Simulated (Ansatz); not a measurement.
Isolated molecules relaxed with PBE0-D4/def2-TZVP in Ansatz; ΔE leaves out vibrations. CCSD(T)/CBS is the MP2 limit (def2-TZVPP, def2-QZVPP) plus CCSD(T) − MP2 in def2-TZVPP, frozen cores. This one scheme is used for every species. Functionals use def2-TZVPP. No spin–orbit coupling; open shells (•) take unrestricted orbitals. Each species was taken in one conformer, which may not be the lowest.

Reaction (homolysis of the Si–Si bond): `F[SiH]([SiH3])[SiH2]Cl` → `F[SiH][SiH2]Cl`• + `[SiH3]`•

| level | ΔE (kJ/mol) | difference from CCSD(T)/CBS |
| --- | --- | --- |
| r2SCAN-D4 | 302.2 | -27.5 |
| PBE0-D4 | 315.3 | -14.4 |
| ωB97M-V | 328.2 | -1.5 |
| PBE | 302.8 | -26.9 |
| r2SCAN | 299.5 | -30.2 |
| PBE0 | 306.9 | -22.8 |
| MP2/def2-TZVPP | 319.0 | -10.7 |
| SCS-MP2/def2-TZVPP | 321.0 | -8.7 |
| CCSD/def2-TZVPP | 311.4 | -18.3 |
| CCSD(T)/def2-TZVPP | 317.9 | -11.8 |
| HF/def2-QZVPP | 231.0 | -98.7 |
| MP2/def2-QZVPP | 325.3 | -4.4 |
| SCS-MP2/def2-QZVPP | 328.3 | -1.4 |
| HF/CBS(def2) | 230.9 | -98.8 |
| MP2/CBS(def2) | 330.8 | 1.1 |
| CCSD/CBS(def2) | 323.2 | -6.5 |
| CCSD(T)/CBS | 329.7 | 0 |

Largest T1 diagnostic among the species: 0.015.

The D4 term adds +14.6 kJ/mol with B3LYP and +8.4 kJ/mol with PBE0; it sums over pairs of atoms, weighted by their polarisabilities, and B3LYP, whose exchange is more repulsive, gets the larger term. In def2-TZVPP, CCSD(T) changes the Hartree–Fock value by +85.7 kJ/mol (the triples alone add +6.5 kJ/mol) and MP2 by +86.7 kJ/mol; breaking electron pairs costs correlation energy, which Hartree–Fock lacks. From PBE to PBE0 (25 % exact exchange), in def2-TZVPP and without D4, ΔE moves by +4.2 kJ/mol.

B3LYP here is the variant with VWN-RPA as its local correlation; programs differ in this.
